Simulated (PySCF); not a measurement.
# Radial density of Er(52+) (erbium, charge +52)

UHF, [Ne] 3s2 3p4, high-spin 3P determinant. Computed with PySCF 2.14 in an even-tempered Gaussian basis (16 s from 12 bohr⁻², ratio 2.5; 10 p from 15 bohr⁻², ratio 2.5; 4 d from 64 bohr⁻², ratio 2.7; 4 f from 97 bohr⁻², ratio 2.7), with no relativity, point nucleus.

| r (bohr) | 4πr²ρ (e/bohr) | 4πr²(ρα − ρβ) |
| --- | --- | --- |
| 0.000383 | 0.3939 | 0.0000 |
| 0.000645 | 1.076 | 0.0000 |
| 0.00108 | 2.866 | 0.0001 |
| 0.00182 | 7.334 | 0.0005 |
| 0.00307 | 17.52 | 0.0025 |
| 0.00516 | 37.33 | 0.0155 |
| 0.00868 | 65.77 | 0.0929 |
| 0.0146 | 85.85 | 0.4864 |
| 0.0246 | 79.20 | 1.9049 |
| 0.0413 | 84.95 | 4.2586 |
| 0.0695 | 104.5 | 2.3690 |
| 0.117 | 46.64 | 1.5713 |
| 0.197 | 38.81 | 12.1444 |
| 0.331 | 8.461 | 2.5908 |
| 0.556 | 0.08345 | 0.0228 |

A non-relativistic calculation at this Z misses sizeable relativistic shifts. Spin-orbit coupling is strong in this species (close to jj coupling), so the high-spin LS determinant is a model state, not a physical level.
